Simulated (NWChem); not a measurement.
Everything below was run with NWChem. System: ammonia borane (H6BN), charge 0, spin multiplicity 1, at a geometry optimised with B3LYP/def2-SVP. Level: HF/6-31G* (spherical d).

The NWChem input:

```
start mol
memory heap 200 mb stack 900 mb global 1100 mb
geometry units angstroms nocenter noautoz
  B      0.924952    -0.070347     0.000000
  N     -0.724072     0.055072     0.000000
  H      1.331774     1.082544     0.000000
  H      1.197490    -0.682996    -1.022285
  H      1.197490    -0.682996     1.022285
  H     -1.058213     0.558367     0.825339
  H     -1.166584    -0.867053     0.000000
  H     -1.058213     0.558367    -0.825339
  symmetry group Cs
end
basis spherical
  * library 6-31g*
end
dft
  xc hfexch
  semidirect memsize 60000000 filesize 0
  iterations 100
end
property
  dipole
  response 1 0.0
end
task dft property
```

Output (cleaned and shortened):

```
             Northwest Computational Chemistry Package (NWChem) 7.3.0
             --------------------------------------------------------

                                NWChem Input Module
                                -------------------

 Scaling coordinates for geometry "geometry" by  1.889725989
 (inverse scale =  0.529177249)

 Turning off AUTOSYM since
 SYMMETRY directive was detected!

                             Geometry "geometry" -> ""
                             -------------------------

 Output coordinates in angstroms (scale by  1.889725989 to convert to a.u.)

  No.       Tag          Charge          X              Y              Z
 ---- ---------------- ---------- -------------- -------------- --------------
    1 B                    5.0000     0.92495200    -0.07034700     0.00000000
    2 N                    7.0000    -0.72407200     0.05507200     0.00000000
    3 H                    1.0000     1.33177400     1.08254400     0.00000000
    4 H                    1.0000     1.19749000    -0.68299600    -1.02228500
    5 H                    1.0000     1.19749000    -0.68299600     1.02228500
    6 H                    1.0000    -1.05821300     0.55836700     0.82533900
    7 H                    1.0000    -1.16658400    -0.86705300     0.00000000
    8 H                    1.0000    -1.05821300     0.55836700    -0.82533900

 Effective nuclear repulsion energy (a.u.)      40.4072154883

            Nuclear Dipole moment (a.u.)
            ----------------------------
        X                 Y               Z
 ---------------- ---------------- ----------------
     0.0000000000     0.0000037795     0.0000000000

      Symmetry information
      --------------------

 Group name             Cs
 Group number              2
 Group order               2
 No. of unique centers     6

      Symmetry unique atoms

     1    2    3    4    6    7


 Summary of "ao basis" -> "" (spherical)
 ------------------------------------------------------------------------------
       Tag                 Description            Shells   Functions and Types
 ---------------- ------------------------------  ------  ---------------------
 *                           6-31g*                   on all atoms

  xc_inp: hfexch multiplicative factor not found.
                              NWChem Property Module
                              ----------------------

                                 NWChem DFT Module
                                 -----------------

 Summary of "ao basis" -> "ao basis" (spherical)
 ------------------------------------------------------------------------------
       Tag                 Description            Shells   Functions and Types
 ---------------- ------------------------------  ------  ---------------------
 B                           6-31g*                  6       14   3s2p1d
 N                           6-31g*                  6       14   3s2p1d
 H                           6-31g*                  2        2   2s

 Summary of "ao basis" -> "ao basis" (spherical)
 ------------------------------------------------------------------------------
       Tag                 Description            Shells   Functions and Types
 ---------------- ------------------------------  ------  ---------------------
 B                           6-31g*                  6       14   3s2p1d
 N                           6-31g*                  6       14   3s2p1d
 H                           6-31g*                  2        2   2s

            General Information
            -------------------
          SCF calculation type: DFT
          Wavefunction type:  closed shell.
          No. of atoms     :     8
          No. of electrons :    18
           Alpha electrons :     9
            Beta electrons :     9
          Charge           :     0
          Spin multiplicity:     1
          Use of symmetry is: off; symmetry adaption is: off
          Maximum number of iterations: 100
          AO basis - number of functions:    40
                     number of shells:    24
          Convergence on energy requested:  1.00D-06
          Convergence on density requested:  1.00D-05
          Convergence on gradient requested:  5.00D-04

              XC Information
              --------------
                     Hartree-Fock (Exact) Exchange  1.000

          Convergence Information
          -----------------------
          Convergence aids based upon iterative change in
          total energy or number of iterations.
          Levelshifting, if invoked, occurs when the
          HOMO/LUMO gap drops below (HL_TOL):  1.00D-02
          DIIS, if invoked, will attempt to extrapolate
          using up to (NFOCK): 10 stored Fock matrices.

                    Damping( 0%)  Levelshifting(0.5)       DIIS
                  --------------- ------------------- ---------------
          dE  on:    start            ASAP                start
          dE off:    2 iters        100 iters           100 iters

      Screening Tolerance Information
      -------------------------------
          Density screening/tol_rho:  1.00D-10
          AO Gaussian exp screening on grid/accAOfunc:  14
          CD Gaussian exp screening on grid/accCDfunc:  20
          XC Gaussian exp screening on grid/accXCfunc:  20
          Schwarz screening/accCoul:  1.00D-08

      Superposition of Atomic Density Guess
      -------------------------------------

 Sum of atomic energies:         -81.80922197

      Non-variational initial energy
      ------------------------------

 Total energy =     -82.903910
[...]
               write      read    awrite     aread      wait
               -----      ----    ------     -----      ----
     calls:        1         0         0         0         0
   data(b): 5.24e+05  0.00e+00  0.00e+00  0.00e+00
   time(s): 0.00e+00  0.00e+00  0.00e+00  0.00e+00  0.00e+00
rate(mb/s): 0.00e+00  0.00e+00
------------------------------------------------------------

   convergence    iter        energy       DeltaE   RMS-Dens  Diis-err    time
 ---------------- ----- ----------------- --------- --------- ---------  ------
 d= 0,ls=0.0,diis     1    -82.5714401345 -1.23D+02  1.03D-02  1.96D-01     0.2
 d= 0,ls=0.0,diis     2    -82.6067013496 -3.53D-02  2.33D-03  1.16D-02     0.2
 d= 0,ls=0.0,diis     3    -82.6088325949 -2.13D-03  6.23D-04  9.93D-04     0.2
 d= 0,ls=0.0,diis     4    -82.6090132020 -1.81D-04  1.58D-04  4.22D-05     0.2
 d= 0,ls=0.0,diis     5    -82.6090223750 -9.17D-06  5.43D-05  7.10D-06     0.2
  Resetting Diis
 d= 0,ls=0.0,diis     6    -82.6090235524 -1.18D-06  1.58D-05  2.44D-07     0.2
 d= 0,ls=0.0,diis     7    -82.6090236189 -6.65D-08  2.43D-06  5.28D-09     0.2

         Total DFT energy =      -82.609023618910
      One electron energy =     -190.268880343657
           Coulomb energy =       79.870342042308
    Exchange-Corr. energy =      -12.617700805886
 Nuclear repulsion energy =       40.407215488325

 Numeric. integr. density =        0.000000000000

     Total iterative time =      0.1s

                       DFT Final Molecular Orbital Analysis
                       ------------------------------------

 Vector    7  Occ=2.000000D+00  E=-5.067279D-01
              MO Center=  5.4D-01, -4.1D-02, -5.6D-08, r^2= 2.1D+00
   Bfn.  Coefficient  Atom+Function         Bfn.  Coefficient  Atom+Function
  ----- ------------  ---------------      ----- ------------  ---------------
    17      0.386218  2 N  px                21      0.323252  2 N  px
     3     -0.222807  1 B  px                20      0.215473  2 N  s
     6     -0.199705  1 B  s                  2     -0.151513  1 B  s
    30     -0.138500  3 H  s                 32     -0.138500  4 H  s
    34     -0.138500  5 H  s                 29     -0.130954  3 H  s

 Vector    8  Occ=2.000000D+00  E=-4.055783D-01
              MO Center=  1.1D+00,  2.7D-01,  1.6D-03, r^2= 1.8D+00
   Bfn.  Coefficient  Atom+Function         Bfn.  Coefficient  Atom+Function
  ----- ------------  ---------------      ----- ------------  ---------------
     4      0.362243  1 B  py                30      0.331026  3 H  s
    29      0.264987  3 H  s                 34     -0.166152  5 H  s
    32     -0.164878  4 H  s                  8      0.163624  1 B  py
    33     -0.133004  5 H  s                 31     -0.131984  4 H  s
    18     -0.076197  2 N  py                37      0.061608  7 H  s

 Vector    9  Occ=2.000000D+00  E=-4.055777D-01
              MO Center=  1.1D+00, -4.4D-01, -1.6D-03, r^2= 1.8D+00
   Bfn.  Coefficient  Atom+Function         Bfn.  Coefficient  Atom+Function
  ----- ------------  ---------------      ----- ------------  ---------------
     5      0.363288  1 B  pz                32     -0.287048  4 H  s
    34      0.286312  5 H  s                 31     -0.229780  4 H  s
    33      0.229191  5 H  s                  9      0.164095  1 B  pz
    19     -0.076417  2 N  pz                35     -0.053423  6 H  s
    39      0.053286  8 H  s                 36     -0.052964  6 H  s

 Vector   10  Occ=0.000000D+00  E= 1.682487D-01
              MO Center= -1.0D+00,  7.7D-02,  1.0D-07, r^2= 3.5D+00
   Bfn.  Coefficient  Atom+Function         Bfn.  Coefficient  Atom+Function
  ----- ------------  ---------------      ----- ------------  ---------------
    20      1.761748  2 N  s                 36     -0.871352  6 H  s
    38     -0.871330  7 H  s                 40     -0.871352  8 H  s
    21     -0.360675  2 N  px                 6      0.306725  1 B  s
     7      0.245614  1 B  px                30     -0.135781  3 H  s
    32     -0.135779  4 H  s                 34     -0.135779  5 H  s

 Vector   11  Occ=0.000000D+00  E= 2.535702D-01
              MO Center= -1.1D+00,  6.8D-01,  3.7D-04, r^2= 2.9D+00
   Bfn.  Coefficient  Atom+Function         Bfn.  Coefficient  Atom+Function
  ----- ------------  ---------------      ----- ------------  ---------------
    36      1.462939  6 H  s                 40     -1.462420  8 H  s
    23     -1.121065  2 N  pz                19     -0.332395  2 N  pz
     9      0.218746  1 B  pz                35      0.072654  6 H  s
    39     -0.072628  8 H  s                 32      0.071870  4 H  s
    34     -0.071844  5 H  s                  5     -0.036513  1 B  pz

 Vector   12  Occ=0.000000D+00  E= 2.535717D-01
              MO Center= -1.2D+00, -5.1D-01, -3.7D-04, r^2= 2.9D+00
   Bfn.  Coefficient  Atom+Function         Bfn.  Coefficient  Atom+Function
  ----- ------------  ---------------      ----- ------------  ---------------
    38      1.688971  7 H  s                 22      1.117846  2 N  py
    36     -0.844021  6 H  s                 40     -0.844921  8 H  s
    18      0.331437  2 N  py                 8     -0.218137  1 B  py
    21      0.084998  2 N  px                37      0.083877  7 H  s
    30      0.083015  3 H  s                 35     -0.041916  6 H  s

 center of mass
 --------------
 x =   0.02987783 y =  -0.00227101 z =   0.00000000

 moments of inertia (a.u.)
 ------------------
          25.296900452813           5.861215523237           0.000000000000
           5.861215523237         101.913816503195           0.000000000000
           0.000000000000           0.000000000000         102.359551838293

     Multipole analysis of the density
     ---------------------------------

     L   x y z        total         alpha         beta         nuclear
     -   - - -        -----         -----         ----         -------
     0   0 0 0     -0.000000     -9.000000     -9.000000     18.000000

     1   1 0 0     -2.253583     -1.126791     -1.126791      0.000000
     1   0 1 0      0.171397      0.085697      0.085697      0.000004
     1   0 0 1      0.000000      0.000000      0.000000      0.000000

     2   2 0 0    -12.293650    -35.054193    -35.054193     57.814735
     2   1 1 0      0.029583      1.744581      1.744581     -3.459578
     2   1 0 1     -0.000000     -0.000000     -0.000000      0.000000
     2   0 2 0    -11.906570    -12.249376    -12.249376     12.592183
     2   0 1 1      0.000000      0.000000      0.000000      0.000000
     2   0 0 2    -11.904359    -12.116733    -12.116733     12.329107

 *** CALLING NEW AORESP DRIVER FOR CLOSED AND OPEN SHELLS ***
 Entering AOResponse driver routine

--------------------------------------------------------------------------------

          ****************
          *** RESPONSE ***
          ****************

 Response module for NWChem and dynamic CPKS solver

          -----------------------------------------------
          Solving response equations for perturbing field
          -----------------------------------------------

 number of frequencies:     1
 frequency in a.u.:  0.0000000E+00
 Perturbing field: electric
 Using El. Dipole Length Gauge

 Setting up CPKS with frequency omega =      0.00000000 a.u.

 STATIC response

                                NWChem CPHF Module
                                ------------------

  scftype          =     RHF
  nclosed          =        9
  nopen            =        0
  variables        =      279
  # of vectors     =        3
  tolerance        = 0.10D-03
  level shift      = 0.00D+00
  max iterations   =       50
  max subspace     =       30

 SCF residual:    3.8868893665729059E-005

Iterative solution of linear equations
  No. of variables      279
  No. of equations        3
  Maximum subspace       30
        Iterations       50
       Convergence  1.0D-04

   iter   nsub   residual    time
   ----  ------  --------  ---------
     1      3    8.84D-01       0.6
     2      6    2.07D-01       0.8
     3      9    6.47D-02       1.0
     4     12    1.43D-02       1.2
     5     15    5.43D-03       1.4
     6     18    3.33D-04       1.6
     7     21    3.94D-05       1.8

 Electric Dipole Response Matrix (nonzero elements):

              1        2        3
    1   20.6447   0.2309   0.0000
    2    0.2309  23.6651  -0.0000
    3    0.0000  -0.0000  23.6828

 ------------------------------------------
 average:        22.66418 + I       0.00000

 DFT Linear Response polarizability / au
 Frequency  =       0.0000000 / au
 Wavelength = -999999.0000000 / nm
              X              Y              Z
 -----------------------------------------------
 X      20.6447007      0.2309096      0.0000006
 Y       0.2309096     23.6650670     -0.0000001
 Z       0.0000006     -0.0000001     23.6827821
 -----------------------------------------------
 Eigenvalues =      20.6271495     23.6826183     23.6827821
 Isotropic   =      22.6641833
 Anisotropic =       3.0555507
 -----------------------------------------------

 Magnetic Dipole Response Matrix (nonzero elements):
 Optical rotation tensor Beta

 *** static G'=0. Use GPRIME input with finite omega
 *** or better ORBETA without GPRIME for small or zero freq.

 zero matrix

 ------------------------------------------
 average:         0.00000 + I       0.00000

 Exiting AOResponse driver routine

          -------------
          Dipole Moment
          -------------

 Center of charge (in au) is the expansion point
         X =       0.0000000 Y =       0.0000002 Z =       0.0000000

   Dipole moment        2.2600914019 A.U.
             DMX       -2.2535829592 DMXEFC        0.0000000000
             DMY        0.1713971722 DMYEFC        0.0000000000
             DMZ        0.0000000482 DMZEFC        0.0000000000
   -EFC- dipole         0.0000000000 A.U.
   Total dipole         2.2600914019 A.U.

   Dipole moment        5.7446227589 Debye(s)
             DMX       -5.7280798228 DMXEFC        0.0000000000
             DMY        0.4356514500 DMYEFC        0.0000000000
             DMZ        0.0000001225 DMZEFC        0.0000000000
   -EFC- dipole         0.0000000000 DEBYE(S)
   Total dipole         5.7446227589 DEBYE(S)

 1 a.u. = 2.541766 Debyes

 Task  times  cpu:        1.8s     wall:        1.8s

 Total times  cpu:        1.8s     wall:        1.8s
```
